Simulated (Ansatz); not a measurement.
One change: `[SiH3]CN[SiH2]Cl` becomes `C=CCN[SiH2]Cl`.

Ansatz, PBE0-D4/def2-TZVP geometries, multiplicity 1. Each molecule was computed in one conformer, which needn't be the lowest.

| property | `[SiH3]CN[SiH2]Cl` |
| --- | --- |
| HOMO energy (PBE/def2-TZVPP) / eV | -5.97 |
| HOMO–LUMO gap (PBE0/def2-TZVPP) / eV | 7.49 |
| HOMO–LUMO gap (PBE/def2-TZVPP) / eV | 5.34 |
| HOMO–LUMO gap (B3LYP/def2-TZVPP) / eV | 7.03 |
| LUMO energy (B3LYP/def2-TZVPP) / eV | -0.01 |
| size of the dipole moment (PBE/def2-TZVPP) / D | 1.41 |

Task: What does the change do to each property? (Estimate.)

Result: Ansatz gave: 
| property | `C=CCN[SiH2]Cl` | shift |
| --- | --- | --- |
| HOMO energy (PBE/def2-TZVPP) / eV | -6.07 | -0.10 |
| HOMO–LUMO gap (PBE0/def2-TZVPP) / eV | 7.52 | 0.03 |
| HOMO–LUMO gap (PBE/def2-TZVPP) / eV | 5.18 | -0.16 |
| HOMO–LUMO gap (B3LYP/def2-TZVPP) / eV | 7.05 | 0.02 |
| LUMO energy (B3LYP/def2-TZVPP) / eV | -0.09 | -0.08 |
| size of the dipole moment (PBE/def2-TZVPP) / D | 1.87 | 0.46 |

Dipoles are sizes alone; their direction can turn.

B3LYP here is the variant with VWN-RPA as its local correlation; programs differ in this.
